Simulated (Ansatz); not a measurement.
Reaction (hydrogenolysis of a Ge–O bond): `C[N]1[CH2][GeH]1[OH]` + H₂ → `C[N]1[CH2][GeH2]1` + H₂O

Isolated molecules relaxed with PBE0-D4/def2-TZVP in Ansatz; ΔE leaves out vibrations. CCSD(T)/CBS is the MP2 limit (def2-TZVPP, def2-QZVPP) plus CCSD(T) − MP2 in def2-TZVPP, frozen cores. This one scheme is used for every species. DFT in def2-TZVPP. For Ge outer-core shells are correlated without core-valence functions, which leaves a few kJ/mol of doubt a bond. Scalar relativity is left out up to krypton. One conformer a species, not always the lowest.

**Question.** Is it downhill or uphill in electronic energy at CCSD(T)/CBS, and by how much? (An estimate is asked.)

**Answer.** Ansatz gave: Nearly level: ΔE = -0.1 kcal/mol.

**Question.** What do these levels give: PBE-D4, PBE0-D4, ωB97M-V, SCS-MP2/def2-TZVPP, SCS-MP2/def2-QZVPP, CCSD/CBS(def2)? (Best estimate.)

**Answer.** Computed: PBE-D4 0.6, PBE0-D4 -0.3, ωB97M-V 1.0, SCS-MP2/def2-TZVPP 2.0, SCS-MP2/def2-QZVPP 1.5, CCSD/CBS(def2) -0.7 kcal/mol.

Largest T1 diagnostic among the species: 0.012.

From PBE to PBE0 (25 % exact exchange), in def2-TZVPP and without D4, ΔE moves by −0.8 kcal/mol. The D4 term adds +1.0 kcal/mol with B3LYP and +0.6 kcal/mol with PBE0; it sums over pairs of atoms, weighted by their polarisabilities, and B3LYP, whose exchange is more repulsive, gets the larger term.

B3LYP here is the variant with VWN-RPA as its local correlation; programs differ in this.
